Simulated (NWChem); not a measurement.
System: CH$_{3}$GeI, singlet; SMILES [Ge]([CH3])[I]

```xyz
6

Ge    -0.4422     1.3693     0.0000
I     -0.0018    -1.1655     0.0000
C      1.4592     1.9597     0.0000
H      1.5189     3.0594     0.0000
H      1.9844     1.5685    -0.8871
H      1.9844     1.5685     0.8871
```
Atoms are numbered in this order, from 1.

Program: NWChem. Low-valent species are run as closed-shell singlets; no triplet was tried in these runs. All runs use the structure optimised with PBE0/def2-SVP. No frequency run checked for a minimum. def2 effective core potentials on I; no spin-orbit coupling. Ions are spin-unrestricted doublets at the neutral geometry; other ion states weren't tried.

Problem. Estimate the computed values for B3LYP/def2-SVP. Quantities: vertical ionisation energy, ΔSCF (eV); −ε(HOMO) (eV).

Solution. 
```json
{
  "vertical ionisation energy, ΔSCF (eV)": "8.62",
  "−ε(HOMO) (eV)": "6.40"
}
```
